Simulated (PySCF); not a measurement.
C4H7, charge -1, singlet, at a GFN2-xTB geometry. Base run: HF/def2-SV(P) (PySCF).

PySCF was given this input:
```python
from pyscf import gto, scf

mol = gto.M(
    atom='''
C    -0.19024082    0.13060277    1.42330928
C    -0.00498966    0.11664803    0.05908609
H    -0.28744948    1.05632604    1.97577308
H    -0.20755370   -0.77968074    2.01169741
C     0.08676696    1.20492954   -0.78061181
H     0.17732246    1.09117949   -1.85501323
H    -0.03223483    2.21755638   -0.41733078
C     0.10356375   -1.24871026   -0.60034753
H     0.36600386   -2.02101005    0.12619141
H    -0.84814294   -1.53662037   -1.06173446
H     0.86145311   -1.24857125   -1.38819972
''',
    basis='def2-sv(p)',
    charge=-1,
    verbose=4,
)

mf = scf.RHF(mol)
mf.kernel()
mo_i, mo_e, stable_i, stable_e = mf.stability(internal=True, external=True, return_status=True, nroots=6, tol=1e-6)
print('internally stable:', stable_i, ' externally stable:', stable_e)
if not stable_e:
    umf = mf.to_uhf() if not hasattr(mf, 'xc') else mf.to_uks()
    umf.scf_summary = {}
    umf.kernel(umf.make_rdm1(mo_e, umf.mo_occ))
```

The bond that is stretched is that between atoms 6 and 5. A test that says stable can miss a lower solution.

Each row names what was changed in the base input (with any setting that the change needs).

```
change       ΔE vs base (kcal/mol)  <S^2>  E after following the instability (Eh)  <S^2> there  HOMO-LUMO gap (eV)   stability test says        outcome
-----------  ---------------------  -----  --------------------------------------  -----------  ------------------  --------------------  -------------
base                         0.000  0.000                                       -            -                9.57                stable      converged
bond × 1.25                  18.17  0.000                                       -            -                9.75                stable      converged
bond × 1.5                   48.88  0.000                                       -            -                9.78                stable      converged
bond × 1.8                    81.9  0.000                              -155.19051         0.52                8.94  external instability      converged
bond × 2.2                   114.1  0.000                              -155.17020         0.91                7.99  external instability      converged
bond × 3.0                       -      -                                       -            -                   -                     -  not converged
```

Where a bond breaks into two radicals, a solution with restricted orbitals usually stops being the lowest and lies too high; an unrestricted one lies lower at the price of spin contamination, which <S^2> shows.
